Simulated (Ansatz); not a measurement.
A nudged elastic band was laid between two geometries of AlFH$_{2}$OS (6 atoms, charge 0, multiplicity 1).

Method: RKS PBE0/def2-SVP in Ansatz 0.2.0.

| Quantity | Value |
| --- | --- |
| movable images | 4 |
| climbing image | no |
| spring | 5.0 eV/Å² |
| optimiser | quadratic models (default) |
| start path | through a guess of the saddle point |
| force threshold | 0.03 eV/Å |
| iteration limit | 60 |
| end points | relaxed |

First end point:

```xyz
6
Properties=species:S:1:pos:R:3
O 1.395 -0.464 -1.038
Al 0.228 -0.249 0.158
F 0.408 -1.089 1.576
S -1.494 1.056 -0.037
H 1.446 -0.064 -1.905
H -1.941 0.747 1.201
```

Last end point:

```xyz
6
Properties=species:S:1:pos:R:3
O 1.153 -0.346 -0.952
Al 0.249 -0.417 0.468
F 0.800 -1.408 1.674
S -1.585 0.677 0.865
H 1.016 0.161 -1.751
H -1.590 1.270 -0.350
```

(1) What changes between the two ends?

(2) Give the energies along the band, and the barrier.

(3) What is the geometry of the highest image?

Answers

(1) No bond is made or broken.

(2) The run converged. The highest image is number 3 of 0 to 5, 16.0 kJ/mol above the first end and 12.5 kJ/mol above the last; the last end lies 3.5 kJ/mol above the first. No image climbed, so the highest image needn't sit at the top of the path.

```tsv
image	path coordinate (Å)	energy (kJ/mol)
0	0.00	0.0
1	0.60	5.3
2	1.19	14.5
3	1.79	16.0
4	2.39	8.3
5	2.98	3.5
```

(3) 
```xyz
6
Properties=species:S:1:pos:R:3
O 1.307 -0.393 -0.895
Al 0.124 -0.480 0.309
F 0.522 -1.394 1.632
S -1.831 0.495 0.234
H 1.190 -0.001 -1.762
H -1.271 1.710 0.435
```

Run time: 81 s on 1 thread of Intel(R) Xeon(R) 6975P-C (Granite Rapids) (shared host), peak memory 0.15 GiB.
